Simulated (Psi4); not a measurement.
stibine (H3Sb), singlet, at a GFN2-xTB geometry (core potentials on Sb); HF/def2-TZVP (Psi4).

The Psi4 input:
```
memory 2 GB

molecule {
0 1
  Sb   -0.00127204   -0.00020328    0.05505928
  H    -0.86470800   -1.02953603   -0.96029863
  H    -0.42963901    1.28781420   -0.94169143
  H     1.35922110   -0.24791083   -0.90603314
}

set basis def2-tzvp
set guess gwh

energy('scf')
print_variables()
```

The log (banner, timings and long lists left out):

```
   => Loading Basis Set <=

    Name: DEF2-TZVP
    Role: ORBITAL
    Keyword: BASIS

    !!!  WARNING: ECP capability is in beta. Please check occupations closely.  !!!

         ---------------------------------------------------------
                                   SCF
               by Justin Turney, Rob Parrish, Andy Simmonett
                          and Daniel G. A. Smith
                              RHF Reference
         ---------------------------------------------------------

  ==> Geometry <==

    Molecular point group: c1
    Full point group: C1

    Geometry (in Angstrom), charge = 0, multiplicity = 1:

       Center              X                  Y                   Z               Mass
    ------------   -----------------  -----------------  -----------------  -----------------
         SB          -0.000558615578    -0.000089270709     0.024179230452   120.903812000000
         H           -0.863994575578    -1.029422020709    -0.991178679548     1.007825032230
         H           -0.428925585578     1.287928209291    -0.972571479548     1.007825032230
         H            1.359934524422    -0.247796820709    -0.936913189548     1.007825032230

  Running in c1 symmetry.

  Rotational constants: A =      3.00855  B =      2.95724  C =      2.95724 [cm^-1]
  Rotational constants: A =  90193.93068  B =  88655.87682  C =  88655.87646 [MHz]
  Nuclear repulsion =   22.355170429732468

  Charge       = 0
  Multiplicity = 1
  Electrons    = 26
  Nalpha       = 13
  Nbeta        = 13

  ==> Algorithm <==

  SCF Algorithm Type is DF.
  DIIS enabled.
  MOM disabled.
  Fractional occupation disabled.
  Guess Type is GWH.
  Energy threshold   = 1.00e-06
  Density threshold  = 1.00e-06
  Integral threshold = 1.00e-12

  ==> Primary Basis <==

  Basis Set: DEF2-TZVP
    Blend: DEF2-TZVP
    Number of shells: 28
    Number of basis functions: 68
    Number of Cartesian functions: 77
    Spherical Harmonics?: true
    Max angular momentum: 3

  Core potential: DEF2-TZVP
    Number of shells: 4
    Number of ECP primitives: 18
    Number of ECP core electrons: 28
    Max angular momentum: 3

   => Loading Basis Set <=

    Name: (DEF2-TZVP AUX)
    Role: JKFIT
    Keyword: DF_BASIS_SCF

  ==> Integral Setup <==

  SCF_SUBTYPE=INCORE selected. In-core MEM_DF algorithm will be used.
  Using in-core AOs.

  ==> MemDFJK: Density-Fitted J/K Matrices <==

    J tasked:                   Yes
    K tasked:                   Yes
[...]
   @DF-RHF iter   2:  -232.51394506456785   -1.25118e+02   8.37747e-02 ADIIS/DIIS
   @DF-RHF iter   3:  -237.38237965454042   -4.86843e+00   4.42630e-02 ADIIS/DIIS
   @DF-RHF iter   4:  -240.85473089072096   -3.47235e+00   8.39699e-03 ADIIS/DIIS
   @DF-RHF iter   5:  -240.96926440464554   -1.14534e-01   2.31989e-03 ADIIS/DIIS
   @DF-RHF iter   6:  -240.97755666920187   -8.29226e-03   3.77643e-04 ADIIS/DIIS
   @DF-RHF iter   7:  -240.97836262473760   -8.05956e-04   8.39470e-05 DIIS
   @DF-RHF iter   8:  -240.97840354988921   -4.09252e-05   1.60633e-05 DIIS
   @DF-RHF iter   9:  -240.97840555185689   -2.00197e-06   3.77234e-06 DIIS
   @DF-RHF iter  10:  -240.97840560977451   -5.79176e-08   3.61139e-07 DIIS
  Energy and wave function converged.

  ==> Post-Iterations <==

    Orbital Energies [Eh]
    ---------------------

    Doubly Occupied:

[...]
      13A     -0.365117

    Virtual:

[...]
      68A    113.453194

    Final Occupation by Irrep:
              A
    DOCC [    13 ]
    NA   [    13 ]
    NB   [    13 ]

  @DF-RHF Final Energy:  -240.97840560977451

   => Energetics <=

    Nuclear Repulsion Energy =             22.3551704297324676
    One-Electron Energy =                -465.8789592903956418
    Two-Electron Energy =                 202.5453832508886478
    Total Energy =                       -240.9784056097745122

Computation Completed

Properties will be evaluated at   0.000000,   0.000000,   0.000000 [a0]

Properties computed using the SCF density matrix

 Multipole Moments:

 ------------------------------------------------------------------------------------
     Multipole            Electronic (a.u.)      Nuclear  (a.u.)        Total (a.u.)
 ------------------------------------------------------------------------------------

 L = 1.  Multiply by 2.5417464519 to convert [e a0] to [Debye]
 Dipole X            :         -0.1061008            0.1023593           -0.0037415
 Dipole Y            :         -0.0169561            0.0163577           -0.0005984
 Dipole Z            :          4.5924339           -4.4305405            0.1618935
 Magnitude           :                                                    0.1619378

 ------------------------------------------------------------------------------------

  Variable Map:
  ----------------------------------------------------------------------------
[...]
  Array Variable Map:
  ----------------------------------------------------------------------------
[...]
[...]
```
